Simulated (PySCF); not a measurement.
CCl₃, charge -1, singlet, geometry from GFN2-xTB (in this run its highest filled SCF level lies above zero, so its values depend strongly on the basis, on diffuse functions most of all); TPSS/def2-SV(P) (PySCF).

Input for PySCF:
```python
from pyscf import gto, scf, dft

mol = gto.M(
    atom='''
C    -0.011093   -0.010052    0.658198
Cl    0.000761    1.668324   -0.051984
Cl    1.445327   -0.832289   -0.065826
Cl   -1.442173   -0.832488   -0.114495
''',
    basis='def2-sv(p)',
    charge=-1,
    spin=0,
    verbose=4,
)

mf = dft.RKS(mol)
mf.xc = 'tpss'
mf.kernel()
mf.analyze()
```

What the program printed (banner, timings and long lists left out):

```
PySCF version 2.14.0

[INPUT] verbose = 4
[INPUT] num. atoms = 4
[INPUT] num. electrons = 58
[INPUT] charge = -1
[INPUT] spin (= nelec alpha-beta = 2S) = 0
[INPUT] symmetry False subgroup None
[INPUT] Mole.unit = angstrom
[INPUT] Symbol           X                Y                Z      unit          X                Y                Z       unit  Magmom
[...]
nuclear repulsion = 247.718361695961
number of shells = 30
number of NR pGTOs = 132
number of NR cGTOs = 68
basis = def2-sv(p)
ecp = {}

******** <class 'pyscf.dft.rks.RKS'> ********
method = RKS
initial guess = minao
damping factor = 0
level_shift factor = 0
DIIS = <class 'pyscf.scf.diis.CDIIS'>
diis_start_cycle = 1
diis_space = 8
diis_damp = 0
SCF conv_tol = 1e-09
SCF conv_tol_grad = None
SCF max_cycles = 50
direct_scf = True
direct_scf_tol = 1e-13
XC library pyscf.dft.libxc version 7.1.2
    S. Lehtola, C. Steigemann, M. J. T. Oliveira, and M. A. L. Marques,  SoftwareX 7, 1–5 (2018)
XC functionals = tpss
    J. Tao, J. P. Perdew, V. N. Staroverov, and G. E. Scuseria,  Phys. Rev. Lett. 91, 146401 (2003)
    J. P. Perdew, J. Tao, V. N. Staroverov, and G. E. Scuseria,  J. Chem. Phys. 120, 6898 (2004)
    J. Tao, J. P. Perdew, V. N. Staroverov, and G. E. Scuseria,  Phys. Rev. Lett. 91, 146401 (2003)
    J. P. Perdew, J. Tao, V. N. Staroverov, and G. E. Scuseria,  J. Chem. Phys. 120, 6898 (2004)
radial grids:
    Treutler-Ahlrichs [JCP 102, 346 (1995); DOI:10.1063/1.469408] (M4) radial grids

becke partition: Becke, JCP 88, 2547 (1988); DOI:10.1063/1.454033
pruning grids: <function nwchem_prune>
grids dens level: 3
symmetrized grids: False
atomic radii adjust function: <function treutler_atomic_radii_adjust>
small_rho_cutoff = 0
Set gradient conv threshold to 3.16228e-05
Initial guess from minao.
tot grids = 70760
init E= -1418.42794926683
[...]
cycle= 1 E= -1418.25592798663  delta_E= 0.172  |g|= 0.368  |ddm|= 2.35
[...]
cycle= 2 E= -1418.23146006581  delta_E= 0.0245  |g|= 0.486  |ddm|= 0.985
[...]
cycle= 3 E= -1418.2807340788  delta_E= -0.0493  |g|= 0.184  |ddm|= 0.776
[...]
cycle= 4 E= -1418.29049374638  delta_E= -0.00976  |g|= 0.0163  |ddm|= 0.249
[...]
cycle= 5 E= -1418.29055545938  delta_E= -6.17e-05  |g|= 0.00399  |ddm|= 0.0216
[...]
cycle= 6 E= -1418.2905599651  delta_E= -4.51e-06  |g|= 0.000376  |ddm|= 0.00568
[...]
cycle= 7 E= -1418.29056000249  delta_E= -3.74e-08  |g|= 9.16e-05  |ddm|= 0.000672
[...]
cycle= 8 E= -1418.29056000464  delta_E= -2.15e-09  |g|= 1.99e-05  |ddm|= 0.000127
[...]
cycle= 9 E= -1418.29056000475  delta_E= -1.12e-10  |g|= 8.88e-07  |ddm|= 3.06e-05
[...]
Extra cycle  E= -1418.29056000474  delta_E= 5.91e-12  |g|= 2.01e-06  |ddm|= 4.31e-06
converged SCF energy = -1418.29056000474
**** SCF Summaries ****
Total Energy =                       -1418.290560004742474
Nuclear Repulsion Energy =             247.718361695960652
One-electron Energy =                -2463.944372907724301
Two-electron Energy =                  797.935451207021174
Two-electron Coulomb Energy =          888.434230247894334
DFT Exchange-Correlation Energy =      -90.498779040873174
HOMO-LUMO gap [eV] =                     3.579790162045700
**** MO energy ****
[...]
 ** Mulliken pop on meta-lowdin orthogonal AOs  **
 ** Mulliken pop  **
 ** Mulliken atomic charges  **
charge of    0C =     -0.33219
charge of    1Cl =     -0.22260
charge of    2Cl =     -0.22260
charge of    3Cl =     -0.22260

WARN: System has nonzero charge -1; the dipole moment is origin-dependent.
Location of origin: [0. 0. 0.]

Dipole moment(X, Y, Z, Debye):  0.02602,  0.02352, -1.54391
```
